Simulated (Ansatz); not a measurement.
Abridged output of a molecular run in Ansatz:

```
Functional definition: HF
1670 factors; integrals over basis functions are off by at most 1.1e-3 eV
mean field evaluation 1: about -23932.0181 eV, gradient 4.7e1 eV
mean field evaluation 2: about -23932.2928 eV, gradient 4.7e1 eV
mean field evaluation 4: about -23937.2956 eV, gradient 4.9e0 eV
mean field evaluation 8: about -23937.4066 eV, gradient 4.4e-1 eV
mean field evaluation 16: about -23937.4082 eV, gradient 2.8e-6 eV
mean field -23937.40821047 eV, -879.6835263768 hartree, gradient 2.8e-6 eV, S^2 0.000000; 0 other end points of the search recorded, 0 dependent functions left out; unrestricted orbitals would lower it
14 core orbitals not correlated: weight in the atoms' cores, before any rotation towards them, 1.000 or more for the frozen orbitals, at most 0.000 for the correlated occupied ones
reference -23937.40821047 eV, -879.6835263768 hartree; 16, 16 occupied and 248, 248 virtual orbitals, 1670 factors
second order -25.88845021 eV of doubles, -0.00000000 eV of singles
cycle   1  -26.19140356 eV  change   -3.0e-1 eV  update   1.2e-1
cycle   2  -26.83676209 eV  change   -6.5e-1 eV  update   3.8e-2
cycle   3  -26.99754073 eV  change   -1.6e-1 eV  update   1.9e-2
cycle   4  -26.98533527 eV  change    1.2e-2 eV  update   5.1e-3
cycle   5  -26.98335032 eV  change    2.0e-3 eV  update   2.7e-3
cycle   6  -26.98419910 eV  change   -8.5e-4 eV  update   8.3e-4
cycle   7  -26.98392171 eV  change    2.8e-4 eV  update   3.7e-4
cycle   8  -26.98379237 eV  change    1.3e-4 eV  update   1.5e-4
cycle   9  -26.98382359 eV  change   -3.1e-5 eV  update   6.0e-5
cycle  10  -26.98383215 eV  change   -8.6e-6 eV  update   2.3e-5
perturbative correction -1.26434510 eV, -0.0464638253 hartree
Total energy: -23965.65638772 eV, -880.7216277433 hartree
```

Its atoms:

Cartesian coordinates in Å:
```
C -0.0365 1.2275 -0.4771
C 1.1268 0.2956 -0.3532
Cl 2.5465 1.0401 -1.0777
B 1.2646 -1.0185 0.2313
Al -0.6475 -1.3193 0.7918
O -2.2524 -1.4226 1.2355
H -0.2594 1.4593 -1.5233
H -0.9665 0.8204 -0.0382
H 0.1523 2.1754 0.0366
H 2.1868 -1.7589 0.3362
H -3.1148 -1.4989 0.8381
```

Question: Which basis set was used?
A. def2-TZVPP
B. def2-TZVPPD
C. cc-pV(D+d)Z
D. def2-SVP

Answer: A. It gives 278 functions.

Question: Write the keys of the input that set method, charge and spin (a neutral closed shell needs none for the last two).

Answer: 
```yaml
correlation: {method: ccsd_t}
```
